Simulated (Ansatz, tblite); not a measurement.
Cost and result up the ladder for SiH2Me(OMe) (C2H8OSi) (12 atoms). Charge 0, multiplicity 1. Geometry: r2SCAN-D4/def2-SVP.

Cartesian coordinates in Å:
```
Si -0.2841 -0.5375 0.3899
H -1.5174 -1.1360 -0.2198
H 0.6789 -1.6547 0.6643
C -0.6925 0.3935 1.9492
H -1.1481 -0.2732 2.6988
H -1.4013 1.2101 1.7401
H 0.2164 0.8338 2.3884
O 0.4013 0.5565 -0.6693
C 0.8414 0.2143 -1.9622
H 1.6319 -0.5606 -1.9402
H 1.2593 1.1130 -2.4428
H 0.0142 -0.1593 -2.5963
```

Ansatz on 4 threads of Arm Neoverse V1 on a shared host; xTB runs through tblite on one thread. Times are rough, summed over both states, and most runs start from the orbitals of an earlier one. PBE0-D4/def2-TZVP serves as the yardstick here, not as an exact answer. The other state is a triplet.

The xTB rows come from tblite.

xTB has no spin-polarisation term.

```csv
level,functions,wall time
GFN2-xTB,29,0.009 s
GFN1-xTB,37,0.013 s
PBE-D4/def2-TZVP,178,4 s
PBE0-D4/def2-TZVP,178,5.5 s
r2SCAN-D4/def2-TZVP,178,8.7 s
```

(1) Estimate what each level gives for the vertical triplet (eV).

## Answers

(1) 
```json
{"level": "GFN2-xTB", "vertical triplet (eV)": "6.70", "difference from PBE0-D4/def2-TZVP (eV)": "-0.10"}
{"level": "GFN1-xTB", "vertical triplet (eV)": "7.53", "difference from PBE0-D4/def2-TZVP (eV)": "0.73"}
{"level": "PBE-D4/def2-TZVP", "vertical triplet (eV)": "6.30", "difference from PBE0-D4/def2-TZVP (eV)": "-0.50"}
{"level": "PBE0-D4/def2-TZVP", "vertical triplet (eV)": "6.80", "difference from PBE0-D4/def2-TZVP (eV)": "0.00"}
{"level": "r2SCAN-D4/def2-TZVP", "vertical triplet (eV)": "6.61", "difference from PBE0-D4/def2-TZVP (eV)": "-0.19"}
```
